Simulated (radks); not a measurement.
The numbers below are computed, except where a source is named.
Task: The cadmium ion Cd3+ is in [Kr] 4d9. Code: a radial shooting solver on a logarithmic mesh with Libxc functionals. Model: scalar-relativistic Kohn-Sham, r2SCAN, spin-polarised, spherical densities, finite nucleus; meta-GGA in the generalised Kohn-Sham scheme; Fermi nuclear charge, rms radius of each element as measured or else 0.836 A^(1/3) + 0.57 fm. Open shells are filled with parallel spins first. One electron is removed from 3d, 4p, 4s, 4d in turn, with full relaxation. Which removal costs least, and what does each cost?

Result: 4d 53.527 eV; 4p 112.69 eV; 4s 153.11 eV; 3d 453.42 eV. The 4d electron leaves first.
